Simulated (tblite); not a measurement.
Compound: C6H9OP.
Structure used (GFN2-xTB), in Å, numbered top down from 1:
```
atom  x, y, z in Å
C1    -1.7101   -2.0291    0.6130
C2    -0.7626   -1.5438   -0.1688
P3    -0.0995    0.1112    0.1896
O4    -0.6990    0.7778    1.3477
C5    -0.2911    0.9975   -1.3861
C6    -0.9353    2.1504   -1.3913
C7     1.6933   -0.1664    0.3092
C8     2.3272    0.2357    1.3959
H9    -2.1555   -3.0009    0.4687
H10   -2.0687   -1.4378    1.4413
H11   -0.3624   -2.0845   -1.0142
H12    0.1265    0.5527   -2.2775
H13   -1.0926    2.7356   -2.2834
H14   -1.3306    2.5427   -0.4673
H15    2.1914   -0.6547   -0.5158
H16    3.3881    0.1076    1.5426
H17    1.7738    0.7181    2.1865
```

Computed with GFN2-xTB (tblite): harmonic, unscaled wavenumbers at the GFN2-xTB geometry, gas phase. Errors from tens to a few hundred cm⁻¹ against measured bands are possible. One conformer, not necessarily the lowest.

Harmonic wavenumbers (cm⁻¹): 60.3, 60.8, 110.2, 147.0, 174.1, 175.2, 243.2, 243.3, 353.5, 442.9, 443.3, 468.7, 581.1, 582.0, 686.3, 735.8, 736.3, 904.1, 906.4, 906.9, 963.8, 964.4, 986.5, 1007.7, 1012.9, 1013.3, 1221.8, 1222.0, 1229.6, 1270.9, 1376.6, 1376.7, 1381.5, 1660.1, 1660.4, 1669.4, 3056.3, 3057.5, 3062.4, 3079.2, 3080.9, 3082.2, 3109.3, 3110.6, 3112.3.

A = 1768, B = 1765, C = 1165 MHz; mass 128.039 u (most abundant isotopes); point group C3v, symmetry number 3.

Q: What is the zero-point energy?

A: Half the sum of the wavenumbers: 28365 cm⁻¹ = 339.32 kJ/mol.

Q: Give the ideal-gas entropy at 400 K and 1 bar in the rigid-rotor, harmonic-oscillator model (classical rotation).

A: Translation 175.48, rotation 115.33, vibration 166.87: S = 457.7 J/(mol K).

Q: And Cp and H(400 K) − H(0)?

A: Cp = 196.30 J/(mol K), of which vibrations give 163.05 (their classical limit is 45 R = 374.2); H(400 K) − H(0) = 47.70 kJ/mol without the zero-point energy, 34.40 from vibrations.

Q: Which modes carry the vibrational entropy at 400 K?

A: 60.3 cm⁻¹: 21.04; 60.8 cm⁻¹: 20.97; 110.2 cm⁻¹: 16.06; 147.0 cm⁻¹: 13.71; 174.1 cm⁻¹: 12.34; 175.2 cm⁻¹: 12.29 J/(mol K); the other 39 give 70.46 together.

Q: Blend soft modes into free rotors: weight 1/[1 + (100 cm⁻¹/ν̃)⁴] for the oscillator and the rest for a rotor with moment μB/(μ + B), μ = h/(8π²ν), B = 10⁻⁴⁴ kg m². What vibrational entropy results?

A: 154.74 J/(mol K) in place of 166.87, which changes −T·S at 400 K by +4.85 kJ/mol.

Q: How do the functions run with temperature in this model?

A: 
| T (K) | S (J/(mol K)) | Cp (J/(mol K)) | H − H(0) (kJ/mol) | G − H(0) (kJ/mol) | ln q(vib) |
| --- | --- | --- | --- | --- | --- |
| 100 | 281.0 | 81.4 | 5.55 | -22.54 | 1.68 |
| 200 | 349.8 | 121.2 | 15.71 | -54.25 | 4.42 |
| 300 | 406.5 | 160.5 | 29.81 | -92.13 | 7.11 |
| 500 | 504.8 | 225.8 | 68.86 | -183.52 | 12.28 |
| 800 | 625.2 | 285.7 | 146.43 | -353.73 | 19.43 |
| 1000 | 691.9 | 311.7 | 206.29 | -485.59 | 23.76 |

q(vib) and H(0) count from the zero-point level.

Hindered rotation and anharmonicity are outside this model. Other conformers, if any are populated, would add a mixing term that is left out.
